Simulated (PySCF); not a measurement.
# Ionising KSi

PBE0; basis K 6-31G(d,p), Si 6-31G(d,p); no relativity; PySCF 2.14. Neutral (UKS): quartet (σ ↑, π ↑↑), Re = 3.030 Å, ωe = 201 cm⁻¹, De = 1.60 eV, HOMO -3.89 eV, LUMO -1.55 eV.

KSi⁺ (UKS): triplet (σ ↑, π ↑), Re = 3.682 Å, ωe = 87.9 cm⁻¹, De = 0.29 eV to K⁺ + Si. The energies at the minima are -888.99045 hartree for KSi and -888.78154 for KSi⁺.

(1) Work out the adiabatic ionisation energy, without and with harmonic zero-point energies (1 hartree = 27.2114 eV, 1 eV = 8065.5 cm⁻¹), and the change of the bond length.

Weak bonds: KSi⁺. Basis-set superposition, not corrected here, can be much of De in a small basis, most of all at correlated wavefunction levels. For an ion De counts to the pair picked by the measured ionisation energies or electron affinities, which need not be the lowest pair at this level. States were picked by a PBE0 search and need not be the measured ground states.

## Answers

(1) At PBE0: 0.20891 hartree = 5.685 eV between the minima; the zero-point term (87.9 − 201.0)/2 cm⁻¹ = -0.007 eV makes it 5.678 eV. Re changes by +65.2 pm against the neutral. The electron leaves a π orbital, and the ion is left as a loose complex of an ion and an atom.
